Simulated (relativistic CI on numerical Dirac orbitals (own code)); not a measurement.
Calculated at this level of theory: Dirac-Coulomb-Breit CI, KLI orbitals optimised for each configuration, model QED (radiative potential, 1s self-energy scaled to tabulated hydrogen-like ionisation energies), unscaled Slater integrals (own radial code, finite nucleus).

The strongest absorption lines from the ground level of an ion, among the configurations computed and to levels below about 237 eV (vacuum wavelength in nm, gf): 7.4822 (2), 7.7736 (0.35), 7.8942 (7.2), 8.0115 (1.6), 8.0358 (10), 8.2001 (0.44), 10.308 (0.39), 10.568 (0.34).

Q: Which ion is it?
A. Gd²⁶⁺
B. Nd²²⁺
C. Nd²⁰⁺
D. Ce²⁰⁺

A: B. Nd²²⁺ has 38 electrons and the ground level 4s2 4p6 4d2 3F_2; the strongest line goes to 4s2 4p6 4d 4f 3G°_3. The pattern of lines fixes the number of electrons, and along that sequence the line energies rise steadily with the charge (about as its square where n changes within one kind of shell, about linearly where n is kept but much faster in heavy ions where fine structure, which grows about as Z⁴, sets the gap, and irregularly where shells cross), which fixes Z. Configurations outside the model, such as inner-shell arrays, can give stronger lines. At this charge energies of transitions that change n are usually good to better than 1 %, and those within a shell (Δn = 0) to a few per cent. Terms inside the open d or f shell come out 10 to 20 % too wide with unscaled integrals.

LS names give the leading component of a level, which can be under half, so a name can repeat, a term be missing and a line seem to break the LS rules.
